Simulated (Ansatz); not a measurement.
Cost and result for the atomization energy of F$_{3}$H$_{3}$InN (`[NH3+][In-]([F])([F])[F]`) (8 atoms, 7 bonds).

The species carries charge 0 and has multiplicity 1. Correlated methods include outer-core shells of In, which these sets cover unevenly. In takes the def2 core potential. Geometry: relaxed with PBE0-D4/def2-TZVP. It is one conformer, not always the lowest. Program: Ansatz. All runs use 4 threads of an Arm Neoverse V2 on a shared host. Times are those of one run each, without the atoms' runs, and a repeat can differ threefold. Electronic energies, without spin–orbit coupling; frozen cores. CCSD(T)/CBS adds CCSD(T) − MP2 in def2-TZVPP to the MP2 limit, and its time is that of the two runs behind it. T1 = 0.015. With those shells the extrapolation isn't a true limit.

CCSD(T)/CBS is a level of theory with its own doubt, some kJ/mol a heavy atom from the limit and from the frozen cores, so smaller differences don't rank the functionals.

```
                             level  functions  wall time
            LDA (SPW92)/def2-TZVPP        216     0.85 s
              revPBE-D4/def2-TZVPP        216      1.4 s
               BHLYP-D4/def2-TZVPP        216      2.2 s
r2SCAN-D4/def2-TZVPP (with forces)        216      3.1 s
             r2SCANh-D4/def2-TZVPP        216      3.4 s
               PBE-QIDH/def2-TZVPP        216      3.7 s
                 B2PLYP/def2-TZVPP        216      3.8 s
                 B97M-V/def2-TZVPP        216      5.5 s
                ωB97X-V/def2-TZVPP        216        6 s
                  CCSD(T)/def2-SVP         97        6 s
                    MP2/def2-QZVPP        400       12 s
                CCSD(T)/def2-TZVPP        216    2.6 min
                 CCSD(T)/CBS(def2)          –    2.8 min
```

(1) What atomization energy does each give, and how far from CCSD(T)/CBS? (Estimate.)

## Answers

(1) Computed: 
```json
{"level": "LDA (SPW92)/def2-TZVPP", "atomization (kJ/mol)": "3041.5", "difference from CCSD(T)/CBS": "393.1", "per bond": "56.2"}
{"level": "revPBE-D4/def2-TZVPP", "atomization (kJ/mol)": "2565.8", "difference from CCSD(T)/CBS": "-82.6", "per bond": "-11.8"}
{"level": "BHLYP-D4/def2-TZVPP", "atomization (kJ/mol)": "2459.8", "difference from CCSD(T)/CBS": "-188.6", "per bond": "-26.9"}
{"level": "r2SCAN-D4/def2-TZVPP (with forces)", "atomization (kJ/mol)": "2602.3", "difference from CCSD(T)/CBS": "-46.1", "per bond": "-6.6"}
{"level": "r2SCANh-D4/def2-TZVPP", "atomization (kJ/mol)": "2565.6", "difference from CCSD(T)/CBS": "-82.8", "per bond": "-11.8"}
{"level": "PBE-QIDH/def2-TZVPP", "atomization (kJ/mol)": "2553.7", "difference from CCSD(T)/CBS": "-94.7", "per bond": "-13.5"}
{"level": "B2PLYP/def2-TZVPP", "atomization (kJ/mol)": "2575.7", "difference from CCSD(T)/CBS": "-72.7", "per bond": "-10.4"}
{"level": "B97M-V/def2-TZVPP", "atomization (kJ/mol)": "2604.5", "difference from CCSD(T)/CBS": "-43.9", "per bond": "-6.3"}
{"level": "ωB97X-V/def2-TZVPP", "atomization (kJ/mol)": "2628.1", "difference from CCSD(T)/CBS": "-20.3", "per bond": "-2.9"}
{"level": "CCSD(T)/def2-SVP", "atomization (kJ/mol)": "2422.4", "difference from CCSD(T)/CBS": "-226.0", "per bond": "-32.3"}
{"level": "MP2/def2-QZVPP", "atomization (kJ/mol)": "2687.7", "difference from CCSD(T)/CBS": "39.3", "per bond": "5.6"}
{"level": "CCSD(T)/def2-TZVPP", "atomization (kJ/mol)": "2539.9", "difference from CCSD(T)/CBS": "-108.5", "per bond": "-15.5"}
{"level": "CCSD(T)/CBS(def2)", "atomization (kJ/mol)": "2648.4", "difference from CCSD(T)/CBS": "0.0", "per bond": "0.0"}
```

From r2SCAN to r2SCAN0 (25 % exact exchange), in def2-TZVPP and without D4, the atomization energy moves by −89.3 kJ/mol: exact exchange takes away binding that semilocal exchange gives to molecules. The D4 term adds +19.9 kJ/mol with B3LYP and +10.5 kJ/mol with PBE0; it sums over pairs of atoms, weighted by their polarisabilities, and B3LYP, whose exchange is more repulsive, gets the larger term. At CCSD(T), def2-SVP lies −226.0 kJ/mol from the extrapolated value and def2-TZVPP −108.5 kJ/mol: correlation converges slowly with the basis, and small sets miss more of it in the bonded molecule than in its fragments.

B3LYP here is the variant with VWN-RPA as its local correlation; programs differ in this.

Spin–orbit coupling would lower the free In atoms strongly, and the atomization energy with them, by more than many differences here.
